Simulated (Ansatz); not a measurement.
# Molecular dynamics of BH5O2S

The input (input.yaml):

```yaml
crystal:
  periodic: [false, false, false]
  atoms:
    - { symbol: B, position_ang: [-0.052538, 0.077672, 0.074347] }
    - { symbol: O, position_ang: [-0.006103, -0.074816, 1.63243] }
    - { symbol: H, position_ang: [-0.826187, -0.512945, 1.950259] }
    - { symbol: H, position_ang: [1.019898, -0.108738, -0.43005] }
    - { symbol: O, position_ang: [-1.157687, -0.464903, -0.567374] }
    - { symbol: H, position_ang: [-2.011287, -0.229941, -0.155662] }
    - { symbol: S, position_ang: [-0.148194, 2.281349, 0.392531] }
    - { symbol: H, position_ang: [-1.505142, 2.375112, 0.32411] }
    - { symbol: H, position_ang: [-0.14016, 1.182711, 1.61131] }
basis:
  gaussian: { orbitals: "6-31G*" }
hamiltonian:
  xc: pbe
  dispersion: d4
md:
  timestep: 0.5
  n_steps: 200
  ensemble: nve
  temperature: 300.0
  initial_velocities: maxwell_boltzmann
  seed: 8962
```

Launched with:

```bash
$ ansatz run input.yaml --threads 1 --pin off --max-ram 2048MiB --backend cpu --events-out ev --progress --plain --runs-dir out
```

It starts at the highest image of a converged band. Of that band: The profile has 3 maxima (images 2, 7, 9) with wells between them (images 5, 8): this band takes more than one step, which may be the mechanism or a detour left from its start path. A vibrational analysis at the climbing image gives one clearly imaginary mode, 996i cm⁻¹: a first-order saddle point.

Output, in part (step lines, the closing report, with atoms numbered from 0):

```
md step     0: t =     0.00 fs  T =   300.0 K  F+E_penalty+E_count = -15677.28589285 eV  E_kin = 0.271446 eV  conserved = -15677.01444685 eV  (26 SCF iters)
[... lines left out ...]
Total energy: -15678.10588889 eV, -576.1597644149 hartree
Atom 0 at     0.019252    -1.167018     0.230823 Å, force    -1.688731     1.223475     1.978462 eV/Å
Atom 1 at     0.074458    -1.338171     1.610090 Å, force     0.566952    -0.671293    -0.555714 eV/Å
Atom 2 at    -0.796463    -1.252634     2.032840 Å, force    -0.174905     0.233247     0.073973 eV/Å
Atom 3 at     0.966094    -1.408433    -0.400303 Å, force     0.645860    -0.277838    -0.636280 eV/Å
Atom 4 at    -1.067530    -0.541187    -0.346326 Å, force     0.757989    -0.305193    -1.601935 eV/Å
Atom 5 at    -1.876656    -0.252332     0.089622 Å, force    -0.088420    -0.108094     0.746582 eV/Å
Atom 6 at    -0.330331     3.335973     0.316845 Å, force     0.962904     0.436926    -0.888511 eV/Å
Atom 7 at    -0.035947     2.390417    -0.656845 Å, force    -0.073812     0.508839     0.453219 eV/Å
Atom 8 at     0.593529     4.297370    -0.190104 Å, force    -0.907838    -1.040069     0.430204 eV/Å
Dipole moment:    -0.341320     0.063814     0.008646 e Å
```

The steps, from the saved trajectory:

```json
{"time (fs)": "0", "T (K)": "300", "potential energy less start (eV)": "0.000", "conserved less start (meV/atom)": "0.00"}
{"time (fs)": "3", "T (K)": "207", "potential energy less start (eV)": "0.084", "conserved less start (meV/atom)": "0.08"}
{"time (fs)": "6", "T (K)": "175", "potential energy less start (eV)": "0.114", "conserved less start (meV/atom)": "0.09"}
{"time (fs)": "9", "T (K)": "324", "potential energy less start (eV)": "-0.021", "conserved less start (meV/atom)": "0.04"}
{"time (fs)": "12", "T (K)": "447", "potential energy less start (eV)": "-0.133", "conserved less start (meV/atom)": "0.00"}
{"time (fs)": "15", "T (K)": "571", "potential energy less start (eV)": "-0.246", "conserved less start (meV/atom)": "-0.01"}
{"time (fs)": "18", "T (K)": "641", "potential energy less start (eV)": "-0.309", "conserved less start (meV/atom)": "-0.01"}
{"time (fs)": "21", "T (K)": "608", "potential energy less start (eV)": "-0.278", "conserved less start (meV/atom)": "0.12"}
{"time (fs)": "24", "T (K)": "888", "potential energy less start (eV)": "-0.532", "conserved less start (meV/atom)": "-0.09"}
{"time (fs)": "27", "T (K)": "898", "potential energy less start (eV)": "-0.540", "conserved less start (meV/atom)": "0.08"}
{"time (fs)": "30", "T (K)": "933", "potential energy less start (eV)": "-0.573", "conserved less start (meV/atom)": "-0.01"}
{"time (fs)": "33", "T (K)": "840", "potential energy less start (eV)": "-0.488", "conserved less start (meV/atom)": "0.08"}
{"time (fs)": "36", "T (K)": "1049", "potential energy less start (eV)": "-0.678", "conserved less start (meV/atom)": "-0.04"}
{"time (fs)": "39", "T (K)": "1064", "potential energy less start (eV)": "-0.691", "conserved less start (meV/atom)": "0.09"}
{"time (fs)": "42", "T (K)": "1149", "potential energy less start (eV)": "-0.769", "conserved less start (meV/atom)": "-0.07"}
{"time (fs)": "45", "T (K)": "1084", "potential energy less start (eV)": "-0.709", "conserved less start (meV/atom)": "0.06"}
{"time (fs)": "48", "T (K)": "1175", "potential energy less start (eV)": "-0.791", "conserved less start (meV/atom)": "0.08"}
{"time (fs)": "51", "T (K)": "1349", "potential energy less start (eV)": "-0.950", "conserved less start (meV/atom)": "-0.10"}
{"time (fs)": "54", "T (K)": "1243", "potential energy less start (eV)": "-0.853", "conserved less start (meV/atom)": "0.01"}
{"time (fs)": "57", "T (K)": "1127", "potential energy less start (eV)": "-0.747", "conserved less start (meV/atom)": "0.06"}
{"time (fs)": "60", "T (K)": "1090", "potential energy less start (eV)": "-0.714", "conserved less start (meV/atom)": "0.07"}
{"time (fs)": "63", "T (K)": "1295", "potential energy less start (eV)": "-0.901", "conserved less start (meV/atom)": "-0.12"}
{"time (fs)": "66", "T (K)": "1156", "potential energy less start (eV)": "-0.774", "conserved less start (meV/atom)": "0.15"}
{"time (fs)": "69", "T (K)": "1239", "potential energy less start (eV)": "-0.850", "conserved less start (meV/atom)": "-0.06"}
{"time (fs)": "72", "T (K)": "1155", "potential energy less start (eV)": "-0.773", "conserved less start (meV/atom)": "0.08"}
{"time (fs)": "75", "T (K)": "1306", "potential energy less start (eV)": "-0.910", "conserved less start (meV/atom)": "-0.02"}
{"time (fs)": "78", "T (K)": "1257", "potential energy less start (eV)": "-0.865", "conserved less start (meV/atom)": "0.06"}
{"time (fs)": "81", "T (K)": "1273", "potential energy less start (eV)": "-0.881", "conserved less start (meV/atom)": "-0.05"}
{"time (fs)": "84", "T (K)": "1180", "potential energy less start (eV)": "-0.795", "conserved less start (meV/atom)": "0.07"}
{"time (fs)": "87", "T (K)": "1242", "potential energy less start (eV)": "-0.852", "conserved less start (meV/atom)": "0.02"}
{"time (fs)": "90", "T (K)": "1258", "potential energy less start (eV)": "-0.867", "conserved less start (meV/atom)": "-0.05"}
{"time (fs)": "93", "T (K)": "1166", "potential energy less start (eV)": "-0.783", "conserved less start (meV/atom)": "0.02"}
{"time (fs)": "96", "T (K)": "1198", "potential energy less start (eV)": "-0.813", "conserved less start (meV/atom)": "-0.02"}
{"time (fs)": "99", "T (K)": "1130", "potential energy less start (eV)": "-0.750", "conserved less start (meV/atom)": "0.12"}
```

All steps were run. The conserved energy stayed within 0.16 meV per atom of its start (net change 0.013 meV per atom), so the integration is sound. The kinetic energy rose, since the run started high on the potential surface and went downhill. It ends in pieces (BH3O2 + H2S), so much of that is their flight and rotation, not heat. A run of 0.1 ps of so small a system gives no equilibrium averages. The orbitals stay closed-shell, which can raise the energy where a bond breaks towards radicals; this wasn't checked here.

Between its relaxed ends the band would form B1–S7, O2–H9 and break B1–O2, S7–H9. These pairs go: B1–S7 2.23 → 4.52 Å, O2–H9 1.26 → 5.94 Å, B1–O2 1.57 → 1.39 Å, S7–H9 1.64 → 1.43 Å. In the last frame they stand as before the step (other bonds may differ from the relaxed reactants and products). It ends as BH3O2 + H2S. Pairs count as bonded within 1.25 times the sum of covalent radii (0.12 Å more for H–H).

Last frame:

```xyz
9
Properties=species:S:1:pos:R:3
B 0.019 -1.167 0.231
O 0.074 -1.338 1.610
H -0.796 -1.253 2.033
H 0.966 -1.408 -0.400
O -1.067 -0.541 -0.346
H -1.877 -0.252 0.090
S -0.330 3.336 0.317
H -0.036 2.390 -0.657
H 0.594 4.297 -0.190
```

The run took 7.3 min on 1 thread of Arm Neoverse V1, with other jobs on the host, peak memory 0.12 GiB.
